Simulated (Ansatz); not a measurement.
`[CH3][AlH][O][SiH2][SiH3]`, relaxed with RKS PBE0-D4/def2-TZVP in Ansatz 0.2.0 from a PBE-D4/def2-SVP geometry. The force threshold is 0.005 eV/Å; the program also tests the step.

Total charge 0; spin multiplicity 1.

Start:

```xyz
14

C     1.648    1.622    0.171
Al    0.823    1.151   -1.540
O    -0.367   -0.100   -1.582
Si   -1.315   -1.248   -0.829
Si   -0.979   -1.199    1.509
H     2.179    2.596    0.131
H     0.901    1.668    0.992
H     2.394    0.852    0.467
H     1.158    1.813   -2.951
H    -2.770   -0.989   -1.129
H    -0.975   -2.621   -1.354
H     0.465   -1.477    1.842
H    -1.328    0.159    2.064
H    -1.833   -2.226    2.208
```

(1) By how much does the energy fall, and how many steps does the optimiser take? (An estimate is asked.)

(2) Which bonds change most? (Best estimate.)

(3) Give the relaxed structure. (Best estimate.)

## Answers

(1) Ansatz gave: 0.07 eV, in 22 steps.

(2) Computed: O3–Si4 from 1.669 to 1.628 Å; Al2–O3 from 1.727 to 1.694 Å; Si5–H14 from 1.508 to 1.490 Å; Si4–H11 from 1.509 to 1.491 Å.

(3) Ansatz gave: 
```xyz
14

C     1.630    1.676    0.146
Al    0.816    1.138   -1.534
O    -0.345   -0.094   -1.513
Si   -1.287   -1.221   -0.809
Si   -0.965   -1.267    1.517
H     2.364    2.475    0.018
H     0.873    2.027    0.854
H     2.135    0.831    0.626
H     1.145    1.757   -2.952
H    -2.721   -0.934   -1.099
H    -0.974   -2.565   -1.373
H     0.453   -1.580    1.848
H    -1.292    0.056    2.121
H    -1.833   -2.298    2.150
```
